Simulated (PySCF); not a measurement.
CH5BrO3Si.

```xyz
11

C      2.4538    -0.8746     0.1670
O      1.1952    -1.3736    -0.2588
Si    -0.2665    -0.7460     0.1798
O     -0.4664    -0.9418     1.8112
O     -1.4822    -1.5303    -0.6241
Br    -0.3025     1.4454    -0.3537
H      2.5836    -0.9821     1.2660
H      3.2475    -1.4585    -0.3403
H      2.5806     0.1987    -0.0989
H     -1.2641    -0.5330     2.1895
H     -1.5243    -1.3569    -1.5808
```

Geometry optimised at PBE-D3(BJ)/def2-SVP. The values are those of a single conformer.

Calculation: PySCF with B3LYP/pcSseg-1. Non-relativistic, no solvent.

Computed absolute GIAO shielding of each atom: isotropic value and principal components (ppm):
```json
[
 {"atom": "C1", "σ(iso)": "123.0", "σ11": "96.2", "σ22": "97.2", "σ33": "175.7", "span": "79.4"},
 {"atom": "O2", "σ(iso)": "271.7", "σ11": "193.0", "σ22": "282.5", "σ33": "339.5", "span": "146.5"},
 {"atom": "Si3", "σ(iso)": "383.8", "σ11": "367.5", "σ22": "387.3", "σ33": "396.5", "span": "29.0"},
 {"atom": "O4", "σ(iso)": "254.8", "σ11": "217.2", "σ22": "242.5", "σ33": "304.8", "span": "87.6"},
 {"atom": "O5", "σ(iso)": "245.4", "σ11": "211.0", "σ22": "226.6", "σ33": "298.6", "span": "87.6"},
 {"atom": "Br6", "σ(iso)": "2566.5", "σ11": "2277.9", "σ22": "2444.3", "σ33": "2977.3", "span": "699.4"},
 {"atom": "H7", "σ(iso)": "27.4", "σ11": "23.1", "σ22": "25.0", "σ33": "34.0", "span": "10.9"},
 {"atom": "H8", "σ(iso)": "27.5", "σ11": "23.2", "σ22": "24.9", "σ33": "34.3", "span": "11.1"},
 {"atom": "H9", "σ(iso)": "27.4", "σ11": "22.3", "σ22": "27.0", "σ33": "32.8", "span": "10.4"},
 {"atom": "H10", "σ(iso)": "29.0", "σ11": "21.6", "σ22": "24.5", "σ33": "40.9", "span": "19.3"},
 {"atom": "H11", "σ(iso)": "28.9", "σ11": "21.6", "σ22": "24.8", "σ33": "40.4", "span": "18.8"}
]
```
